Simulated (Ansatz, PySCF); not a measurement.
Gas-phase reaction (SMILES): CCCC=O -> [CH2]CC + [CH]=O; the C-C bond at the site shown breaks (other sites are not compared here).

Each molecule is optimised on its own at B3LYP-D3(BJ)/def2-TZVP (Ansatz, a program for electronic structure), one conformer each, not searched for the lowest. Correlated levels leave the core frozen unless marked. Open shells are spin-unrestricted. No spin-orbit coupling. No relativistic terms. CBS(X,Y): correlation extrapolated as X^-3; Hartree-Fock from the larger set. The bracket is a focal-point correction in the basis named. Thermal terms are rigid-rotor harmonic-oscillator values from B3LYP-D3(BJ) frequencies (Ansatz or PySCF) at 298.15 K and 1 atm. 1 Eh = 627.5095 kcal/mol. Electronic entropy comes from spin alone.

| species | E, RI-MP2/CBS(cc-pVTZ,cc-pVQZ)+[CCSD(T)-MP2]/cc-pVTZ (Ansatz) (Eh) | E, r2SCAN-D4/def2-TZVPD (Ansatz + dftd4) (Eh) | H - E (Eh) | G - E (Eh) |
|---|---|---|---|---|
| CCCC=O | -232.18638 | -232.41091 | 0.11975 | 0.08296 |
| [CH2]CC | -118.30302 | -118.43586 | 0.09416 | 0.06075 |
| [CH]=O | -113.73913 | -113.84182 | 0.01675 | -0.00871 |

Work out ΔE and ΔH, ΔG, ΔS and the equilibrium constant at 298.15 K at the first level, then ΔH at the second.


1. ΔE = [(-118.30302) + (-113.73913)] - [(-232.18638)] = 0.14423 Eh = 90.5 kcal/mol at RI-MP2/CBS(cc-pVTZ,cc-pVQZ)+[CCSD(T)-MP2]/cc-pVTZ.
2. The terms H - E add up to -0.00884 Eh, so ΔH = (0.14423 + (-0.00884))×627.5095 = 85.0 kcal/mol.
3. The terms G - E add up to -0.03092 Eh, so ΔG = 71.1 kcal/mol, and ΔS = (-0.00884 - (-0.03092))×627509.5/298.15 = 46.5 cal/(mol K).
4. log10 K = -ΔG/(RT ln 10) = -52.1, with RT ln 10 = 1.3642 kcal/mol.
5. With ΔH and ΔS taken as constant, ΔG changes sign near ΔH/ΔS = 1830 K, a rough figure that leaves out heat capacities.
6. At r2SCAN-D4/def2-TZVPD the same steps give ΔE = 83.6 and ΔH = 78.1 kcal/mol, a shift of -6.9 from the first level.
7. These values are not checked against measurement here, since the tables used lack a sound gas-phase enthalpy of formation for at least one species.
